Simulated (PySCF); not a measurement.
**Continuum solvent and chemical shifts**

Numbering as in the mapped SMILES `[O:1]=[S:2]1(=[O:3])[CH2:4][CH2:5][CH2:6][C:7]([Cl:8])=[C:9]1[F:10]` (H(Xn): hydrogen on atom n).

GIAO PBE0/pcSseg-1 in PySCF 2.14 on one PBE0-D3(BJ)/def2-SVP conformer, non-relativistic, equivalent nuclei averaged. Solvents enter as an IEF-PCM continuum (chloroform with ε = 4.7, dichloromethane with ε = 8.9) around the gas-phase geometry. Shifts are referred to CS2, TMS, CFCl3 computed in the same medium.

In chloroform, δ in ppm: S2 296.1, C9 162.3, C7 134.1, C4 58.5, C6 35.3, C5 21.5, F10 -128.6, H(C4) 3.17, H(C6) 2.58, H(C5) 2.21. Dipole moment 7.07 D.

Q: How does each δ change in the more polar medium?

A: 
| atoms | environment | Δδ, dichloromethane |
| --- | --- | --- |
| S2 | sulfone sulfur | +1.2 |
| C9 | fully substituted alkene carbon | -0.2 |
| C7 | fully substituted alkene carbon | +1.1 |
| C4 | sp3 CH2 bonded to S | +0.3 |
| C6 | allylic sp3 CH2 | +0.2 |
| C5 | sp3 CH2 in a ring | +0.2 |
| F10 | vinylic fluorine | -1.6 |
| H(C4) | hydrogen on an sp3 CH2 bonded to S | +0.06 |
| H(C6) | hydrogen on an allylic sp3 CH2 | +0.04 |
| H(C5) | hydrogen on an sp3 CH2 in a ring | +0.02 |

Changes are relative to chloroform. The dipole moment becomes 7.34 D in dichloromethane.

Q: Which of the listed nuclei move most (in ppm), and what does the model miss? (N and O are left out, as their reference compounds move with the solvent too.)

A: F10 (vinylic fluorine, -1.6 ppm) in dichloromethane. A continuum only polarises the solute; specific hydrogen bonds, the anisotropy of aromatic solvents and changes of geometry or conformer are outside it.
